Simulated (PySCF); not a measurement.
From one molecule to another.

First species: C₃H₉Ga.
Z-matrix (Å and degrees, PBE0-D3(BJ)/def2-SVP geometry), rows numbered from 1:
```
C 
C   1  1.5212
C   2  1.5261  1  112.95
Ga  3  1.9770  2  115.84  1    64.00
H   1  1.1006  2  111.98  3   178.86
H   1  1.1023  2  111.14  3    58.49
H   1  1.1041  2  111.21  3   -61.19
H   2  1.1049  1  109.01  3  -122.68
H   2  1.1041  1  109.15  3   122.44
H   3  1.1052  2  110.76  1   -59.70
H   3  1.1068  2  110.93  1  -175.56
H   4  1.5766  3  120.50  2  -163.97
H   4  1.5786  3  120.37  2    18.32
```

Second species: CH₅ClGe.
SMILES: `[CH3][GeH2][Cl]`

Levels: wB97X-D/def2-SVPD for dipole moment, HOMO energy, LUMO energy, HOMO–LUMO gap, static isotropic polarisability and electronic spatial extent ⟨r²⟩ about the centre of nuclear charge; TDDFT wB97X-D/def2-SVPD for lowest singlet excitation; TDA wB97X-D/def2-SVPD for lowest triplet excitation (Tamm–Dancoff); ΔSCF wB97X-D/def2-SVPD for vertical ionisation energy; PBE0-D3(BJ)/def2-SVP for rotational constant A and rotational constant C. Geometries: PBE0-D3(BJ)/def2-SVP. All species are isolated and taken at one optimised geometry, non-relativistic unless stated. Electronic properties by PySCF.

Dipoles, sizes and rotational constants follow the conformer. The torsions of the flexible species, by atom-mapped SMILES:
- `[CH3:1][CH2:2][CH2:3][GaH2:4]`: C1–C2–C3–Ga4 64°

Values for the first species:

- Dipole moment: 0.87 D
- HOMO energy: -9.34 eV
- LUMO energy: 0.29 eV
- HOMO–LUMO gap: 9.63 eV
- Lowest singlet excitation: 4.84 eV
- Lowest triplet excitation (Tamm–Dancoff): 4.57 eV
- Static isotropic polarisability: 68.4 au
- Vertical ionisation energy: 9.62 eV
- Electronic spatial extent ⟨r²⟩ about the centre of nuclear charge: 655 bohr²
- Rotational constant A: 10.417 GHz
- Rotational constant C: 1.961 GHz

(1) Estimate the same properties for the second species, and the change in each.

Results:

(1) 
```json
{"property": "dipole moment", "first": "0.87 D", "second": "2.59 D", "second less first": "+1.72 D"}
{"property": "HOMO energy", "first": "-9.34 eV", "second": "-10.43 eV", "second less first": "-1.09 eV"}
{"property": "LUMO energy", "first": "0.29 eV", "second": "1.45 eV", "second less first": "+1.16 eV"}
{"property": "HOMO–LUMO gap", "first": "9.63 eV", "second": "11.88 eV", "second less first": "+2.25 eV"}
{"property": "lowest singlet excitation", "first": "4.84 eV", "second": "7.17 eV", "second less first": "+2.33 eV"}
{"property": "lowest triplet excitation (Tamm–Dancoff)", "first": "4.57 eV", "second": "6.75 eV", "second less first": "+2.18 eV"}
{"property": "static isotropic polarisability", "first": "68.4 au", "second": "57.7 au", "second less first": "-10.7 au"}
{"property": "vertical ionisation energy", "first": "9.62 eV", "second": "10.92 eV", "second less first": "+1.30 eV"}
{"property": "electronic spatial extent ⟨r²⟩ about the centre of nuclear charge", "first": "655 bohr²", "second": "467 bohr²", "second less first": "-188 bohr²"}
{"property": "rotational constant A", "first": "10.417 GHz", "second": "10.834 GHz", "second less first": "+0.417 GHz"}
{"property": "rotational constant C", "first": "1.961 GHz", "second": "2.683 GHz", "second less first": "+0.722 GHz"}
```

On the first: The principal polarisabilities are 58.5, 67.3 and 79.3 au; their mean is the isotropic value. S1 lies 4.79 eV below the HOMO–LUMO gap; its leading configuration is HOMO→LUMO, weight 0.97. Relativistic effects, spin–orbit coupling among them, are left out although an element past zinc is present.

On the second: S1 lies 4.71 eV below the HOMO–LUMO gap; its leading configuration is HOMO→LUMO, weight 0.82. The principal polarisabilities are 51.1, 56.8 and 65.2 au; their mean is the isotropic value. Relativistic effects, spin–orbit coupling among them, are left out although an element past zinc is present.
